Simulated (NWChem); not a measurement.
Species: CHCl₂F; SMILES ClC(Cl)F

Results from NWChem. Pople sets run with spherical d functions. Structure relaxed at the PBE0/def2-SVP level. Total energies compare along this basis series because the functional is fixed.

```json
[
 {"level": "B3LYP/STO-3G", "basis functions": "29", "energy (Ha)": "-1046.9640", "highest occupied level (eV)": "-7.02", "orbital gap (eV)": "9.61", "dipole (D)": "1.81"},
 {"level": "B3LYP/3-21G", "basis functions": "46", "energy (Ha)": "-1053.7453", "highest occupied level (eV)": "-8.88", "orbital gap (eV)": "8.37", "dipole (D)": "1.58"},
 {"level": "B3LYP/6-31G*", "basis functions": "66", "energy (Ha)": "-1058.9135", "highest occupied level (eV)": "-8.74", "orbital gap (eV)": "8.25", "dipole (D)": "1.34"},
 {"level": "B3LYP/6-31+G*", "basis functions": "82", "energy (Ha)": "-1058.9294", "highest occupied level (eV)": "-8.96", "orbital gap (eV)": "8.05", "dipole (D)": "1.37"},
 {"level": "B3LYP/def2-SVP", "basis functions": "69", "energy (Ha)": "-1058.5625", "highest occupied level (eV)": "-8.56", "orbital gap (eV)": "8.69", "dipole (D)": "1.26"},
 {"level": "B3LYP/def2-SVPD", "basis functions": "105", "energy (Ha)": "-1058.5920", "highest occupied level (eV)": "-8.99", "orbital gap (eV)": "8.13", "dipole (D)": "1.26"},
 {"level": "B3LYP/def2-TZVP", "basis functions": "142", "energy (Ha)": "-1059.0552", "highest occupied level (eV)": "-8.85", "orbital gap (eV)": "8.22", "dipole (D)": "1.24"},
 {"level": "B3LYP/6-311++G**", "basis functions": "111", "energy (Ha)": "-1059.0322", "highest occupied level (eV)": "-8.98", "orbital gap (eV)": "8.06", "dipole (D)": "1.36"},
 {"level": "B3LYP/aug-cc-pVTZ", "basis functions": "215", "energy (Ha)": "-1059.0652", "highest occupied level (eV)": "-8.92", "orbital gap (eV)": "8.01", "dipole (D)": "1.24"}
]
```
